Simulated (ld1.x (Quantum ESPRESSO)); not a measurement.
Logarithmic derivatives: tellurium (Te), TM

```
Element                 : Te (Z = 52)
Generator               : ld1.x (Quantum ESPRESSO) 7.5
Type                    : norm-conserving Troullier–Martins (Kleinman–Bylander form)
Functional              : PBE
Relativity              : non-relativistic
Frozen core             : [Ar] 3d10
Valence charge          : 24
Reference configuration : 4s2 4p6 4d10 5s1.5 5p4.5
Partial waves           : 4s (bound): rc 0.90 bohr; 4d (bound): rc 1.60 bohr; 4p (bound): rc 1.05 bohr
Local potential         : the p channel
Core correction         : Bessel-smoothed model core inside 0.75 bohr
```

Occupied shells without a wave of their own: 5p, 5s. They enter only through the test configuration that unscreens the potential, and ld1.x also counts them in the model core charge.

The phase is arctan(r·u′/u) with u = r·R(r), unwrapped; energies in Ry, scanned from -13 to 5 Ry. A pole is an energy at which the radial function vanishes at the test radius. The pseudo phase is shifted by a multiple of π to meet the all-electron one at the reference energy, and phase errors are pseudo minus all-electron; the curves can meet again beyond the range given. Levels narrower than the energy grid can be missing from the lists of poles.

```tsv
channel	radius (bohr)	reference energy (Ry)	poles, all-electron	poles, pseudo	unbroken range about the reference energy with phases within 0.05 rad	phase error 1 Ry above the reference energy (rad)
s	1.74	-11.22	-11.10	-11.10	below -1.6	-0.000
p	1.74	-8.26	-8.05	-8.05	below -0.1	-0.000
d	1.74	-3.26	-2.70	-2.70	below 3.5	+0.000
```

The potential misses its own reference levels by up to 0.5 eV. ld1.x takes every shell without a wave as core, so the model core holds the 5p, 5s electrons as well and exchange and correlation see them twice. This cancels in the reference configuration, but the file is broken for other ones, and its errors say nothing about a proper core correction.

Phases in the p channel:

```
E (Ry)  all-electron  pseudo
-13.00         1.387   1.387
-12.04         1.375   1.375
-11.08         1.358   1.358
-10.12         1.330   1.329
 -9.16         1.248   1.248
 -8.20        -1.446  -1.446
 -7.24        -1.726  -1.726
 -6.28        -1.777  -1.778
 -5.32        -1.814  -1.815
 -4.36        -1.852  -1.854
 -3.40        -1.901  -1.903
 -2.44        -1.970  -1.975
 -1.48        -2.081  -2.092
 -0.52        -2.291  -2.321
  0.44        -2.761  -2.850
  1.40        -3.584  -3.702
  2.36        -4.140  -4.205
  3.32        -4.386  -4.425
  4.28        -4.511  -4.540
```
